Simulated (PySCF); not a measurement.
Match the calculated data to a structure.

All candidates are C2H10O2Si3.

* NMR, other nuclei: isotropic shieldings of nuclei other than C and H, by class: -123 (1 O), 123 (1 O), 365 (1 Si), 421 (2 Si) ppm [GIAO PBE0/pcSseg-1]
* Triplet: lowest triplet excitation (Tamm–Dancoff): 5.30 eV [TDA CAM-B3LYP/def2-SVPD]
* Polarisability: 106.9 au [CAM-B3LYP/def2-SVPD]
* Dipole: 1.96 D [CAM-B3LYP/def2-SVPD]
* Rotational structure: rotational constants A, B, C: 2.240, 0.958, 0.738 GHz [GFN2-xTB]
* UV, first state: lowest singlet excitation: 5.84 eV (212 nm, f = 0.001) [TDDFT CAM-B3LYP/def2-SVPD]
* 13C NMR: chemical shifts (computed TMS as zero) by class: 167.4 (1 C), -12.3 (1 C) ppm [GIAO PBE0/pcSseg-1]

Electronic properties: PySCF, gas phase, density fitting. Levels stand in brackets. The structure is a single GFN2-xTB conformer in the gas phase; no vibrational or solvent corrections. NMR values are class means; diastereotopic atoms form classes of their own.

Question: Which candidate is it?
A. `C[Si@H]([SiH3])OC(=O)[SiH3]`
B. `C[Si]([SiH3])([SiH3])OC=O`
C. `O=CO[SiH2]C([SiH3])[SiH3]`

Answer: C. It is `O=CO[SiH2]C([SiH3])[SiH3]`. Numbering: `[O:1]=[CH:2][O:3][SiH2:4][CH:5]([SiH3:6])[SiH3:7]`. Its formula, C2H10O2Si3, gives 1 degree of unsaturation: 0 rings and 1 π bond in the structure found. 2 carbons fall into 2 classes; from least to most shielded: carbonyl carbon [C2] (167.4 ppm), sp3 carbon bound to silicon [C5] (-12.3 ppm). The other shieldings belong to: -123 ppm, carbonyl oxygen [O1]; 123 ppm, oxygen singly bound to a carbonyl carbon [O3]; 365 ppm, oxygen-bound silicon [Si4]; 421 ppm, SiH3 silicon [Si6/Si7]. The optimised geometry has point group C1 and is an asymmetric top.

The others, at the same levels:
- `C[Si@H]([SiH3])OC(=O)[SiH3]` fails: its computed 13C shifts are 189.8 (1 C), 0.1 (1 C) ppm and smallest rotational constant is 0.681 GHz (against 0.738 GHz).
- `C[Si]([SiH3])([SiH3])OC=O` fails: its computed 13C shifts are 167.0 (1 C), 4.2 (1 C) ppm, rotational constant A is 1.656 GHz (against 2.240 GHz) and smallest rotational constant is 0.928 GHz (against 0.738 GHz).

Each candidate is one conformer, not necessarily the lowest. Dipoles, sizes and rotational constants follow the conformer. The torsions of the flexible species, by atom-mapped SMILES:
- `[O:1]=[CH:2][O:3][SiH2:4][CH:5]([SiH3:6])[SiH3:7]`: O1–C2–O3–Si4 -2°, C2–O3–Si4–C5 79°, O3–Si4–C5–Si6 -51°
- `[CH3:1][Si@H:2]([SiH3:3])[O:4][C:5](=[O:6])[SiH3:7]`: C1–Si2–O4–C5 132°, Si2–O4–C5–O6 0°
- `[CH3:1][Si:2]([SiH3:3])([SiH3:4])[O:5][CH:6]=[O:7]`: C1–Si2–O5–C6 -125°, Si2–O5–C6–O7 0°
